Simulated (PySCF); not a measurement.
C$_{2}$H$_{3}$, doublet (typed; the unrestricted solution is spin-contaminated), geometry from GFN2-xTB. Base run: CCSD(T)/6-31G* run with PySCF.

Input for PySCF:
```python
from pyscf import gto, scf, cc

mol = gto.Mole()
mol.atom = '''
    C     0.05254389   -0.57433481   -0.01733787
    C     0.03699099    0.71273635    0.02197531
    H    -0.84387122   -1.20149708   -0.04055811
    H     0.97465882   -1.13961553   -0.03048968
    H    -0.66799688    1.51070337    0.04322315
'''
mol.basis = '6-31g*'
mol.spin = 1
mol.verbose = 4
mol.build()

mf = scf.UHF(mol)
mf.kernel()

mycc = cc.CCSD(mf)
mycc.kernel()
et = mycc.ccsd_t()
print('E(CCSD(T)) = %.10f' % (mycc.e_tot + et))
mf.analyze()
```

Each row names what was changed in the base input (with any setting that the change needs).

```
change                      ΔE vs base (mEh)  MP2 correlation (Eh)  CC correlation without the perturbative part (Eh)  basis functions
--------------------------  ----------------  --------------------  -------------------------------------------------  ---------------
base                                   0.000              -0.21777                                           -0.25288               34
method = mp2                          43.205              -0.21777                                                  -               34
frozen = 2                             4.498              -0.21307                                           -0.24847               34
cc.diis_space = 3                      0.000              -0.21777                                           -0.25288               34
frozen = 3                            66.181              -0.16278                                           -0.18879               34
cc.conv_tol = 1e-9                     0.000              -0.21777                                           -0.25288               34
cart = on                             -7.366              -0.22471                                           -0.25956               36
cc.diis_space = 10                     0.000              -0.21777                                           -0.25288               34
frozen = 1                             2.654              -0.21504                                           -0.25028               34
cc.iterative_damping = 0.8             0.000              -0.21777                                           -0.25288               34
```

Open shells are given as the SCF converged; they aren't shown to be the lowest states, and a large step between rows can be another state.
